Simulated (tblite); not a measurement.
A geometry optimisation, step by step.

C₅H₉BrSi₃.
Numbering: `[CH:1]#[C:2][Si@H:3]([SiH2:4][Br:5])[SiH2:6][C:7]#[C:8][CH3:9]` (hydrogens: H10 on C1; H11 on Si3; H12, H13 on Si4; H14, H15 on Si6; H16, H17, H18 on C9)

Computed with GFN2-xTB (tblite), gas phase: L-BFGS steps from a force-field or distance-geometry start until the largest atomic force falls under 0.01 eV/Å. 4 of its 145 geometries are shown.

Step 0: E = -664.9232 eV, largest atomic force 2.125 eV/Å
```
atom  x, y, z in Å  |  force x, y, z in eV/Å
C1     -2.005    1.571   -2.026   -0.429   1.421  -1.167
C2     -1.764    0.672   -1.276    0.164  -0.598   0.148
Si3    -1.399   -0.708   -0.126   -0.439  -0.420  -0.923
Si4    -3.133   -0.750    1.311   -0.366  -0.076   0.453
Br5    -3.445    1.412    1.941   -0.159  -0.566  -0.040
Si6     0.371   -0.218    1.121    1.015   0.275   1.133
C7      1.785   -0.056   -0.017    1.798   0.198  -1.115
C8      2.745    0.043   -0.766   -0.432  -0.007   0.317
C9      3.900    0.152   -1.678    0.303  -0.096   1.191
H10    -2.239    2.386   -2.690    0.207  -0.637   0.553
H11    -1.250   -1.977   -0.849   -0.125  -0.026  -0.187
H12    -4.341   -1.337    0.736   -0.159   0.223   0.379
H13    -2.659   -1.440    2.532   -0.444   0.224  -0.114
H14     0.147    1.021    1.878    0.150  -0.011  -0.011
H15     0.606   -1.297    2.114    0.096   0.133  -0.120
H16     3.848    1.070   -2.270   -0.184  -0.377  -0.062
H17     4.847    0.224   -1.071   -0.859  -0.099  -0.399
H18     3.978   -0.762   -2.282   -0.136   0.440  -0.035
```

Step 48: E = -665.3654 eV, largest atomic force 0.023 eV/Å
```
atom  x, y, z in Å  |  force x, y, z in eV/Å
C1     -2.020    1.540   -2.050    0.003  -0.002  -0.002
C2     -1.782    0.654   -1.271    0.004  -0.006   0.009
Si3    -1.413   -0.652   -0.010    0.004  -0.004   0.000
Si4    -3.319   -0.798    1.315   -0.005  -0.006  -0.008
Br5    -3.823    1.242    2.104    0.007  -0.004   0.002
Si6     0.557   -0.166    1.137   -0.004  -0.002  -0.001
C7      1.975   -0.052   -0.031   -0.002   0.005   0.019
C8      2.907    0.042   -0.791   -0.018   0.003  -0.009
C9      4.019    0.159   -1.706   -0.003  -0.001   0.007
H10    -2.226    2.305   -2.743   -0.007   0.002   0.004
H11    -1.373   -1.908   -0.792    0.009   0.002   0.013
H12    -4.587   -1.221    0.727   -0.010   0.013  -0.006
H13    -3.154   -1.560    2.554    0.007   0.000  -0.013
H14     0.460    1.100    1.873    0.008  -0.012  -0.005
H15     0.849   -1.253    2.089    0.009   0.019  -0.009
H16     3.901    1.053   -2.319   -0.003  -0.020  -0.004
H17     4.953    0.236   -1.148    0.009  -0.002   0.005
H18     4.066   -0.716   -2.355   -0.009   0.014  -0.001
```

Step 96: E = -665.3744 eV, largest atomic force 0.040 eV/Å
```
atom  x, y, z in Å  |  force x, y, z in eV/Å
C1     -2.013    1.473   -2.034    0.004   0.002  -0.008
C2     -1.723    0.608   -1.249   -0.004  -0.017   0.005
Si3    -1.341   -0.666    0.042   -0.013  -0.003  -0.015
Si4    -3.333   -0.805    1.231   -0.018   0.008   0.001
Br5    -3.627    1.124    2.349    0.013  -0.031   0.001
Si6     0.586   -0.085    1.217    0.009   0.009   0.015
C7      1.989    0.005    0.029   -0.006   0.012   0.000
C8      2.883    0.075   -0.778    0.001  -0.040   0.004
C9      3.960    0.138   -1.739    0.001   0.003  -0.010
H10    -2.259    2.220   -2.733    0.010   0.003  -0.002
H11    -1.236   -1.937   -0.711    0.001   0.013   0.012
H12    -4.594   -0.918    0.502    0.005  -0.003   0.010
H13    -3.375   -1.790    2.313    0.003   0.012  -0.005
H14     0.449    1.214    1.883    0.004   0.002   0.005
H15     0.915   -1.112    2.222   -0.010   0.011  -0.021
H16     3.839    1.017   -2.373    0.004   0.001  -0.002
H17     4.918    0.201   -1.225    0.007   0.011   0.010
H18     3.954   -0.754   -2.365   -0.011   0.006   0.000
```

Step 144: E = -665.3811 eV, largest atomic force 0.009 eV/Å
```
atom  x, y, z in Å  |  force x, y, z in eV/Å
C1     -1.906    1.417   -2.134   -0.003  -0.004   0.002
C2     -1.693    0.591   -1.285    0.000  -0.003  -0.002
Si3    -1.338   -0.630    0.063    0.004  -0.001  -0.001
Si4    -3.348   -0.819    1.212   -0.007  -0.001  -0.001
Br5    -3.398    0.758    2.815   -0.001  -0.001   0.002
Si6     0.559    0.037    1.250   -0.006  -0.005  -0.005
C7      1.957    0.076    0.053    0.002   0.000  -0.001
C8      2.838    0.091   -0.769    0.007   0.000   0.006
C9      3.901    0.113   -1.748    0.000   0.002  -0.001
H10    -2.095    2.130   -2.885   -0.003   0.001   0.002
H11    -1.181   -1.919   -0.648    0.004   0.003   0.000
H12    -4.609   -0.581    0.515    0.006   0.003   0.006
H13    -3.519   -2.041    1.999   -0.002   0.005  -0.002
H14     0.407    1.366    1.847    0.000  -0.002  -0.001
H15     0.890   -0.941    2.299   -0.004   0.003  -0.002
H16     3.788    0.981   -2.397    0.003  -0.002  -0.003
H17     4.870    0.168   -1.250   -0.004  -0.002   0.001
H18     3.866   -0.791   -2.356    0.003   0.003   0.000
```

Question: Summarise the path.

Answer: The energy falls by 44.17 kJ/mol from step 0 to step 144; nine tenths of that is first reached at step 22. It falls at every step. The largest force goes from 2.125 to 0.009 eV/Å. Among the bonds Si3–Si6 changes most, from 2.220 to 2.335 Å; the atoms move by 0.489 Å rms after alignment.

Question: Follow the three bonds and two angles with the largest change from start to end.

Answer: 
| step | E above end (kJ/mol) | largest force (eV/Å) | Si3–Si6 (Å) | Si3–Si4 (Å) | C9–H17 (Å) | Si4–Si3–Si6 (°) | Br5–Si4–H12 (°) |
| --- | --- | --- | --- | --- | --- | --- | --- |
| 0 | 44.17 | 2.125 | 2.220 | 2.253 | 1.127 | 105.0 | 112.2 |
| 6 | 16.25 | 0.712 | 2.314 | 2.295 | 1.085 | 104.6 | 108.6 |
| 13 | 6.85 | 0.177 | 2.328 | 2.319 | 1.087 | 104.7 | 101.8 |
| 19 | 4.95 | 0.107 | 2.341 | 2.329 | 1.093 | 107.1 | 102.6 |
| 25 | 3.83 | 0.128 | 2.330 | 2.322 | 1.088 | 109.9 | 101.8 |
| 31 | 3.07 | 0.101 | 2.335 | 2.323 | 1.089 | 111.5 | 101.5 |
| 38 | 1.82 | 0.080 | 2.336 | 2.324 | 1.091 | 114.4 | 102.4 |
| 44 | 1.57 | 0.034 | 2.329 | 2.326 | 1.091 | 115.1 | 102.3 |
| 50 | 1.49 | 0.030 | 2.330 | 2.324 | 1.089 | 115.2 | 102.0 |
| 56 | 1.42 | 0.032 | 2.331 | 2.326 | 1.091 | 115.8 | 101.8 |
| 63 | 1.34 | 0.018 | 2.332 | 2.324 | 1.090 | 116.2 | 101.9 |
| 69 | 1.19 | 0.051 | 2.329 | 2.325 | 1.090 | 116.9 | 101.8 |
| 75 | 1.02 | 0.042 | 2.333 | 2.325 | 1.090 | 117.3 | 101.8 |
| 81 | 0.92 | 0.028 | 2.333 | 2.324 | 1.090 | 116.8 | 102.0 |
| 88 | 0.84 | 0.033 | 2.331 | 2.325 | 1.090 | 117.9 | 102.0 |
| 94 | 0.69 | 0.028 | 2.331 | 2.324 | 1.090 | 117.7 | 101.7 |
| 100 | 0.56 | 0.029 | 2.333 | 2.324 | 1.090 | 118.0 | 101.7 |
| 106 | 0.48 | 0.028 | 2.333 | 2.324 | 1.090 | 118.2 | 102.0 |
| 113 | 0.39 | 0.069 | 2.333 | 2.324 | 1.090 | 118.1 | 102.0 |
| 119 | 0.29 | 0.041 | 2.334 | 2.323 | 1.090 | 118.3 | 101.6 |
| 125 | 0.17 | 0.033 | 2.331 | 2.322 | 1.090 | 118.0 | 102.1 |
| 131 | 0.08 | 0.027 | 2.335 | 2.325 | 1.090 | 118.0 | 102.0 |
| 138 | 0.02 | 0.023 | 2.334 | 2.324 | 1.090 | 118.3 | 101.7 |
| 144 | 0.00 | 0.009 | 2.335 | 2.323 | 1.090 | 118.3 | 101.9 |

What follows is the cost of the whole relaxation. The run took 1.9 s wall on Arm Neoverse V1, one thread, shared host.
